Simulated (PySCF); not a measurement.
Polarisability and C₆ of Tl⁻ (thallium, charge -1)

[Xe] 4f14 5d10 6s2 6p2, high-spin 3P determinant. Computed with PySCF 2.14 in aug-cc-pVTZ-PP with ECP60MDF, with scalar relativity through the core potential. Coupled (time-dependent) response in atomic units; α is the mean over directions.

| method | mean α (bohr³) | α xx, yy, zz | C₆ (like pair) | S(−4) |
| --- | --- | --- | --- | --- |
| UHF | 485.2 | 206.9, 624.6, 624.2 | 10800 | 223100 |
| wB97M-V | 411.0 | 200.8, 516.2, 516.0 | 8250 | 170800 |

S(−4) is the Cauchy moment in α(ω) = α(0) + S(−4) ω² + …

Spin-orbit coupling is absent.

α(iu) at UHF:

| u (hartree) | α(iu) (bohr³) |
| --- | --- |
| 0 | 485.2 |
| 0.0500 | 270.6 |
| 0.100 | 149.5 |
| 0.200 | 65.26 |
| 0.300 | 37.66 |
| 0.500 | 18.51 |
| 0.750 | 10.60 |
| 1.00 | 7.174 |
| 1.50 | 4.089 |
| 2.00 | 2.678 |
| 3.00 | 1.399 |
| 5.00 | 0.5682 |

For an ion, C₆ is the dispersion term alone; charge-induced terms of lower order in 1/R come first.

The components differ because the open shell of this determinant is not spherical; for a pure term their mean is the scalar polarisability.

Energies and moments cover only the electrons outside the core potential. Spin-orbit coupling is strong in this species (close to jj coupling), so the high-spin LS determinant is a model state, not a physical level.
